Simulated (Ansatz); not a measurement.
K2Sn2Cl6⁺. Charge 1, multiplicity 2. Geometry r2SCAN-D4/def2-SVP, that of the neutral singlet; atoms count from 1.

```xyz
10

K    -2.380   -0.154   -0.536
K     1.537    0.137    0.564
Sn    2.231   -2.794   -1.694
Sn   -1.649    2.866    1.665
Cl   -0.159   -2.084   -1.009
Cl   -3.857    2.187    0.723
Cl   -0.449    2.370   -0.525
Cl    2.987   -2.577    0.676
Cl    2.822   -0.423   -2.192
Cl   -1.083    0.473    2.329
```

In the def2 sets Sn takes a core potential; there is no spin–orbit coupling. The structure comes from a short search, and lower isomers may exist.

(1) Estimate the Mulliken populations from the PBE0/def2-TZVP orbitals of Ansatz.

(2) Where does the spin sit?

(3) And the Mayer bond orders between heavy atoms (over 0.3)?

Results:

(1) 
```tsv
atom	charge (e)	spin (α − β)
K1	0.79	0.00
K2	0.78	0.00
Sn3	0.84	0.25
Sn4	0.81	0.17
Cl5	-0.44	0.10
Cl6	-0.35	0.08
Cl7	-0.40	0.07
Cl8	-0.32	0.13
Cl9	-0.31	0.13
Cl10	-0.40	0.08
```
Mulliken values depend strongly on the basis.

(2) Summed by element: K -0.01, Sn 0.42, Cl 0.59, of 1 unpaired in all. Largest on single atoms: Sn3 0.25, Sn4 0.17, Cl9 0.13.

(3) Sn3–Cl5 0.66 (2.59 Å); Sn3–Cl8 0.83 (2.50 Å); Sn3–Cl9 0.83 (2.49 Å); Sn4–Cl6 0.81 (2.50 Å); Sn4–Cl7 0.69 (2.55 Å); Sn4–Cl10 0.69 (2.55 Å).
